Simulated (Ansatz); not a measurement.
Gas-phase electronic energies from Ansatz, PBE0-D4/def2-TZVP geometries. CCSD(T)/CBS adds triple-zeta CCSD(T) − MP2 to the extrapolated MP2 energy (def2 sets, frozen cores). This one scheme is used for every species. DFT in def2-TZVPP. For Br outer-core shells are correlated without core-valence functions, which leaves a few kJ/mol of doubt a bond. Scalar relativity is left out up to krypton. One conformer a species, not always the lowest.

Consider the ligand exchange at the Si–O bond: `O[Si]O[SiH3]` + HBr → `[SiH3]O[Si]Br` + H₂O.

`O[Si]O[SiH3]`:

Cartesian coordinates in Å:
```
O 1.221 -2.438 -0.559
Si 0.717 -1.074 -1.324
O 0.106 -0.200 -0.057
Si -0.621 1.233 0.300
H 1.093 -2.501 0.394
H -1.948 0.960 0.904
H -0.794 2.051 -0.929
H 0.225 1.970 1.270
```

HBr:

Z-matrix (Å, degrees):
```
Br
H 1 1.420
```

`[SiH3]O[Si]Br`:

Cartesian coordinates in Å:
```
Si 0.627 0.583 0.389
O 0.391 -0.458 -0.886
Si -0.675 -1.472 -1.580
Br -2.471 -1.302 -0.165
H -0.384 1.666 0.340
H 0.524 -0.164 1.664
H 1.988 1.148 0.236
```

H₂O:

Cartesian coordinates in Å:
```
O 0.008 -0.020 0.389
H 0.652 -0.376 -0.228
H -0.660 0.395 -0.161
```

```csv
species,CAM-B3LYP-D4 energy (Eh)
`O[Si]O[SiH3]`,-732.00773
HBr,-2574.88422
`[SiH3]O[Si]Br`,-3230.44785
H₂O,-76.43873
```

Task: Work out ΔE.

Result: ΔE = (-3230.44785) + (-76.43873) − (-732.00773) − (-2574.88422) = 0.00537 Eh = +14.1 kJ/mol. CCSD(T)/CBS gives +1.7 kJ/mol.

Largest T1 diagnostic among the species: 0.014.

The D4 term adds −6.6 kJ/mol with B3LYP and −3.4 kJ/mol with PBE0; it sums over pairs of atoms, weighted by their polarisabilities, and B3LYP, whose exchange is more repulsive, gets the larger term. Leaving LDA and LC-ωPBE aside and taking each functional with its dispersion term where it has one, the values, not all of them listed here, spread over 19.7 kJ/mol, from revPBE-D4 to CAM-B3LYP-D4. LDA lies +6.7 kJ/mol from PBE without D4. At CCSD(T), def2-SVP lies +9.7 kJ/mol from the extrapolated value and def2-TZVPP +7.9 kJ/mol.

B3LYP here is the variant with VWN-RPA as its local correlation; programs differ in this.
